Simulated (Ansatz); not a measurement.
Gas-phase electronic energies from Ansatz, PBE0-D4/def2-TZVP geometries. CBS: MP2 limit from def2 TZ/QZ plus the TZ coupled-cluster correction, frozen cores. This one scheme is used for every species. Each species was taken in one conformer, which may not be the lowest.

`N[Si]Cl` + `BOCF` → `F[Si]Cl` + `BOCN`  (redistribution)

```csv
species,MP2/def2-SVP energy (Eh)
`N[Si]Cl`,-804.20308
`BOCF`,-239.60856
`F[Si]Cl`,-848.01870
`BOCN`,-195.81957
```

Work out ΔE.

ΔE = (-848.01870) + (-195.81957) − (-804.20308) − (-239.60856) = -0.02663 Eh = -69.9 kJ/mol. CCSD(T)/CBS gives -74.0 kJ/mol.

Largest T1 diagnostic among the species: 0.014.

From BLYP to BHLYP (50 % exact exchange), in def2-TZVPP and without D4, ΔE moves by +5.0 kJ/mol. Leaving LDA and LC-ωPBE aside and taking each functional with its dispersion term where it has one, the values, not all of them listed here, spread over 6.2 kJ/mol, from BLYP-D4 to r2SCAN0-D4.
